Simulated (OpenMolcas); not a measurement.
OpenMolcas timings: triplet CH6B2O

The species is CH6B2O (10 atoms), meant as a triplet with charge 0. As SMILES of the parent species, `BB(C)O`. Geometry: relaxed at PBE0-D4/def2-TZVP. This is one conformer, not always the lowest. That shape belongs to the parent species and isn't relaxed for this state.

```xyz
10

B    -1.1574    0.8268   -0.6221
B     0.2894    0.0459   -0.2710
C     0.3773   -0.8347    1.0322
O     1.4326    0.1178   -1.0179
H    -2.0104    0.3121   -1.2922
H    -1.4404    1.8989   -0.1622
H    -0.5465   -1.3710    1.2659
H     1.2004   -1.5525    0.9757
H     0.5727   -0.1745    1.8867
H     1.3653    0.6798   -1.7923
```

Program: OpenMolcas 26.06. Hardware: 1 thread of Intel Xeon 6975P-C (Granite Rapids), shared host, so times are rough. Two-electron integrals are exact unless an approximation is named.

Q: Estimate their order by wall time, quickest first.
A. energy at USVWN5/def2-SVP, grid UltraFine
B. energy at U-r2SCAN/def2-SVP, grid UltraFine
C. energy at UHF/def2-SVP
D. energy at UHF/STO-3G

A: D (1.2 s), C (7.2 s), A (23 s), B (58 s).
